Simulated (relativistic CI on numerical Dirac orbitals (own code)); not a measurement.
## Spin-allowed bands of a d7 ion in an octahedral site, by hand

Problem. Take Δ = 9790 cm⁻¹ and B = 890 cm⁻¹ for a high-spin d7 ion in an octahedral site. Calculate the three spin-allowed bands.

Working.
1. The terms of highest spin are 4F (energy 0) and 4P (15B = 13350 cm⁻¹). Here the F term splits into A2 at +1.2Δ = 11748, T2 at +0.2Δ = 1958 and T1 at −0.6Δ = -5874 cm⁻¹.
2. The two T1 states mix through the element 0.4Δ: H = [[-5874, 3916], [3916, 13350]], with roots ½(H₁₁ + H₂₂) ∓ ½√[(H₂₂ − H₁₁)² + 4H₁₂²] = ½(7476) ∓ ½(20758) = -6641 and 14117 cm⁻¹.
3. The ground term is 4T1 at -6641 cm⁻¹.
4. Bands: 4T2 8599 cm⁻¹ (1163 nm), 4A2 18389 cm⁻¹ (544 nm), 4T1(P) 20758 cm⁻¹ (482 nm).

Check. Exact diagonalisation of the whole d7 shell with these parameters gives 4T2 8599, 4A2 18389, 4T1 20758 cm⁻¹. The match is exact, since without spin-orbit coupling no other term has this spin. The ratio of the second band to the first, 2.138, depends on Δ/B = 11.0 alone, which is how a Tanabe-Sugano diagram is read.
